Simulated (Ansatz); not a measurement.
## Two structures, one formula

Two relaxed structures of B$_{2}$H$_{3}$OF, singlet (PBE0-D4/def2-TZVP; forces vanish, vibrations not checked).

A:

```tsv
atom	x (Å)	y (Å)	z (Å)
O1	1.0090	0.0640	-0.5581
B2	0.0493	0.4237	0.3570
B3	0.3195	-1.0510	-0.1467
F4	-2.0028	-1.3092	1.8466
H5	-1.3091	-0.9944	1.2969
H6	-0.2326	1.4839	0.7973
H7	0.4397	-2.1854	-0.4561
```

B:

```xyz
7
angstrom
O -0.1980 0.9260 -1.2289
B 0.1328 0.5157 0.0189
B -0.0762 -1.1203 0.4539
F -1.1844 -1.5201 1.0688
H -0.0292 1.8590 -1.3859
H 0.6019 1.3201 0.7904
H 0.7531 -1.9803 0.2827
```

Ansatz 0.2.0; basis: def2-TZVPP; cores frozen in the correlated methods. B3LYP uses VWN-RPA correlation.

(1) Which structure is lower at CCSD(T), and by how much? (An estimate is asked for; the value comes from the calculation.)

The T1 diagnostic stays at or below 0.015.

## Answers

(1) Computed: B, by 38.88 kcal/mol (electronic energy, against the other). By their contacts, A is a complex of B₂H₂O ([BH]1[BH][O]1) + HF and B is B₂H₃OF ([OH][BH][BH][F]).

All methods give the same order:

| method | E(B) − E(A) (kcal/mol) |
| --- | --- |
| PBE-D4 | -35.86 |
| r2SCAN-D4 | -37.70 |
| PBE0-D4 | -37.97 |
| B3LYP-D4 | -39.50 |
| wB97M-V | -37.83 |
| HF | -46.52 |
| MP2 | -37.05 |
| CCSD | -40.24 |
| CCSD(T) | -38.88 |

Labels in which every atom is bracketed show which atoms are joined, not bond orders.

For scale, one of the runs: CCSD(T)/def2-TZVPP, 166 basis functions, launched by `ansatz run in.yaml --threads 2 --pin off --events-out ev --progress --plain --max-ram 4352MiB`. Time: 39 s of wall clock on 2 CPU threads of an Arm Neoverse V2; the host was shared. Peak host memory: 1.4 GiB.
